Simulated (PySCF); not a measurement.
**Ti(III): tetrahedral complexes compared**

All values are computed with PySCF: state-averaged CASSCF of the d shell with SC-NEVPT2, spin-free X2C, triple-zeta basis on the metal and double-zeta on the ligands, mean-field spin-orbit coupling; DFT geometries.

| complex | point group | M–L / Å | L–M–L / ° | solvent |
| --- | --- | --- | --- | --- |
| [TiBr4]- | D2d | 2.42 | 107–110 | dichloromethane |
| [Ti(NH2)4]- | D2d | 2.00 | 106–118 | dichloromethane |
| [TiF4]- | D2d | 1.85 | 102–125 | dichloromethane |
| [Ti(OH)4]- | S4 | 1.92 | 109 | dichloromethane |
| [TiCl4]- | D2d | 2.27 | 107–111 | dichloromethane |

(1) Rank by 10Dq at CASSCF level, lowest first.
A. [Ti(NH2)4]-
B. [TiBr4]-
C. [TiF4]-
D. [TiCl4]-
E. [Ti(OH)4]-

(2) Rank by the spin-orbit constant ζ, lowest first.
A. [Ti(OH)4]-
B. [Ti(NH2)4]-
C. [TiBr4]-
D. [TiF4]-
E. [TiCl4]-

(3) What are the ground states and moments?

In [TiBr4]- the next state lies within 300 cm⁻¹ of the lowest, inside the method's error, so which of them is lowest is undecided.

In [TiBr4]-, [Ti(NH2)4]-, [TiF4]-, [Ti(OH)4]-, [TiCl4]- the symmetry is lower than cubic, so the total splitting isn't 10Dq alone: it holds the effect of the lower symmetry too.

## Answers

(1) B (5062 cm⁻¹), D (5728 cm⁻¹), C (8125 cm⁻¹), E (8572 cm⁻¹), A (9254 cm⁻¹).

(2) C (65 cm⁻¹), E (112 cm⁻¹), B (117 cm⁻¹), A (122 cm⁻¹), D (125 cm⁻¹).

(3) 
```
    complex  shell  ground state (NEVPT2)  total orbital splitting (CASSCF fit) / cm⁻¹  μeff(300 K) / μB
   [TiBr4]-     d1          2B1 (from 2E)                                         5382              1.78
[Ti(NH2)4]-     d1          2B1 (from 2E)                                        15298              1.75
    [TiF4]-     d1          2A1 (from 2E)                                        15594              1.75
 [Ti(OH)4]-     d1           2B (from 2E)                                        10970              1.75
   [TiCl4]-     d1          2B1 (from 2E)                                         6243              1.76
```
